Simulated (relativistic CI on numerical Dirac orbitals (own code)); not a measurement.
# Dy⁴⁹⁺: q coefficients and field-shift factors

These numbers are calculated, not measured: Dirac-Coulomb-Breit CI, orbitals from a KLI potential per configuration, derivatives by finite differences, unscaled Slater integrals, QED left out (own radial code, finite nucleus).

CI space (outside the closed core [Ne]): 3s2.3p5, 3s.3p6, 3s2.3p4.3d, 3s.3p5.3d, 3p6.3d, 3s.3p4.3d2, 3p5.3d2, 3p4.3d3. Double excitations out of closed p, d and f shells are left out; levels of such configurations are missing from the list, as are those of other unlisted configurations, and high levels can miss mixing partners.

With x = (α/α₀)² − 1 an excitation energy changes as ω = ω₀ + qx; K = 2q/ω₀ is the relative enhancement. Terms are leading LS components, so labels can repeat. The field-shift factor is F = δν/δ⟨r²⟩ for the transition from the lowest level.

Lowest level 3s2.3p5 2P°_3/2.

```tsv
Level	ω₀ (cm⁻¹)	q (cm⁻¹)	F (GHz/fm²)
3s2.3p4.3d 4D_3/2	1610281	85040	3.48
3s2.3p5 2P°_1/2	1623272	1.892e+06	-156
3s2.3p4.3d 4D_5/2	1648209	101300	4.41
3s2.3p4.3d 4P_1/2	1655457	102800	-18.1
3s2.3p4.3d 2F_7/2	1683504	79340	5.58
3s2.3p4.3d 2D_3/2	1823483	102900	2.9
3s2.3p4.3d 2F_7/2	1993517	457300	10.5
3s2.3p4.3d 4F_9/2	2014814	449500	13.5
3s2.3p4.3d 2P_1/2	2043919	518900	-106
3s2.3p4.3d 2D_5/2	2217729	470000	7.97
3s2.3p4.3d 2D_3/2	2268256	490700	8.52
3s2.3p4.3d 2D_5/2	2300978	499700	2.83
3s.3p6 2S_1/2	2911540	2.051e+06	-2480
```

At this charge energies of transitions that change n are usually good to better than 1 %, and those within a shell (Δn = 0) to a few per cent.

Which transition from the lowest level has the largest |K|?

3s2.3p5 2P°_1/2 at 1623272 cm⁻¹, K = 2.33.
